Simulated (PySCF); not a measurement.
C2H6SSe (SMILES CS[Se]C), singlet, geometry from GFN2-xTB, atoms displaced at random by about 0.03 Å a coordinate; R2SCAN/6-31G, gradient in PySCF.

PySCF was given this input:
```python
from pyscf import gto, scf, dft

mol = gto.M(
    atom='''
Se    0.293587    0.342325    0.769842
C     1.141153    1.606199   -0.489862
H     1.953786    1.120809   -1.065844
H     1.561473    2.410444    0.108507
H     0.406340    1.988866   -1.168158
S    -0.274714   -1.237978   -0.602813
C    -1.905421   -0.721565   -1.139324
H    -2.563562   -0.658868   -0.325025
H    -2.268574   -1.563671   -1.810829
H    -1.893406    0.170273   -1.666882
''',
    basis='6-31g',
    charge=0,
    spin=0,
    verbose=4,
)

mf = dft.RKS(mol)
mf.xc = 'r2scan'
mf.grids.level = 0
mf.kernel()
g = mf.nuc_grad_method()
g.grid_response = False
grad = g.kernel()
```

Output, abridged:

```
PySCF version 2.14.0

[INPUT] verbose = 4
[INPUT] num. atoms = 10
[INPUT] num. electrons = 68
[INPUT] charge = 0
[INPUT] spin (= nelec alpha-beta = 2S) = 0
[INPUT] symmetry False subgroup None
[INPUT] Mole.unit = angstrom
[INPUT] Symbol           X                Y                Z      unit          X                Y                Z       unit  Magmom
[...]
nuclear repulsion = 350.954079187322
number of shells = 40
number of NR pGTOs = 204
number of NR cGTOs = 70
basis = 6-31g
ecp = {}

******** <class 'pyscf.dft.rks.RKS'> ********
method = RKS
initial guess = minao
damping factor = 0
level_shift factor = 0
DIIS = <class 'pyscf.scf.diis.CDIIS'>
diis_start_cycle = 1
diis_space = 8
diis_damp = 0
SCF conv_tol = 1e-09
SCF conv_tol_grad = None
SCF max_cycles = 50
direct_scf = True
direct_scf_tol = 1e-13
XC library pyscf.dft.libxc version 7.1.2
    S. Lehtola, C. Steigemann, M. J. T. Oliveira, and M. A. L. Marques,  SoftwareX 7, 1–5 (2018)
XC functionals = r2scan
    J. W. Furness, A. D. Kaplan, J. Ning, J. P. Perdew, and J. Sun,  J. Phys. Chem. Lett. 11, 8208–8215 (2020)
    J. W. Furness, A. D. Kaplan, J. Ning, J. P. Perdew, and J. Sun,  J. Phys. Chem. Lett. 11, 9248–9248 (2020)
    J. W. Furness, A. D. Kaplan, J. Ning, J. P. Perdew, and J. Sun,  J. Phys. Chem. Lett. 11, 8208–8215 (2020)
    J. W. Furness, A. D. Kaplan, J. Ning, J. P. Perdew, and J. Sun,  J. Phys. Chem. Lett. 11, 9248–9248 (2020)
radial grids:
    Treutler-Ahlrichs [JCP 102, 346 (1995); DOI:10.1063/1.469408] (M4) radial grids

becke partition: Becke, JCP 88, 2547 (1988); DOI:10.1063/1.454033
pruning grids: <function nwchem_prune>
grids dens level: 0
symmetrized grids: False
atomic radii adjust function: <function treutler_atomic_radii_adjust>
small_rho_cutoff = 0
Set gradient conv threshold to 3.16228e-05
Initial guess from minao.
tot grids = 9968
init E= -2878.41982445379
[...]
cycle= 1 E= -2879.0911303266  delta_E= -0.671  |g|= 0.339  |ddm|= 3.19
[...]
cycle= 2 E= -2879.07702398424  delta_E= 0.0141  |g|=  0.4  |ddm|= 0.735
[...]
cycle= 3 E= -2879.11951973361  delta_E= -0.0425  |g|= 0.0727  |ddm|= 0.464
[...]
cycle= 4 E= -2879.12103615101  delta_E= -0.00152  |g|= 0.0122  |ddm|= 0.138
[...]
cycle= 5 E= -2879.12106736421  delta_E= -3.12e-05  |g|= 0.00392  |ddm|= 0.0218
[...]
cycle= 6 E= -2879.12107162977  delta_E= -4.27e-06  |g|= 0.0013  |ddm|= 0.0074
[...]
cycle= 7 E= -2879.12107211247  delta_E= -4.83e-07  |g|= 0.000223  |ddm|= 0.00223
[...]
cycle= 8 E= -2879.12107212662  delta_E= -1.41e-08  |g|= 0.000106  |ddm|= 0.000612
[...]
cycle= 9 E= -2879.1210721308  delta_E= -4.18e-09  |g|= 1.37e-05  |ddm|= 0.000235
[...]
cycle= 10 E= -2879.12107213088  delta_E= -7.91e-11  |g|= 1.47e-06  |ddm|= 3.68e-05
[...]
Extra cycle  E= -2879.12107213089  delta_E= -1.23e-11  |g|= 1.59e-06  |ddm|= 6.89e-06
converged SCF energy = -2879.12107213089

******** <class 'pyscf.grad.rks.Gradients'> for <class 'pyscf.dft.rks.RKS'> ********
unit = Eh/Bohr
grid_response = False
--------------- RKS gradients ---------------
         x                y                z
0 Se    -0.0067461733    -0.0244183339    -0.0510679255
1 C    -0.0156139573     0.0141570017    -0.0007189577
2 H     0.0065308604    -0.0011562661    -0.0068868537
3 H    -0.0015180200    -0.0050343452    -0.0035936216
4 H     0.0114126974    -0.0077119248     0.0100627608
5 S    -0.0436939432     0.0698415162     0.0238491410
6 C     0.0144390902     0.0607607390     0.0279078554
7 H     0.0220914108    -0.0028934883    -0.0265951439
8 H    -0.0056547541    -0.0193936813    -0.0114102857
9 H    -0.0011063038    -0.0382078355     0.0246357370
----------------------------------------------
```
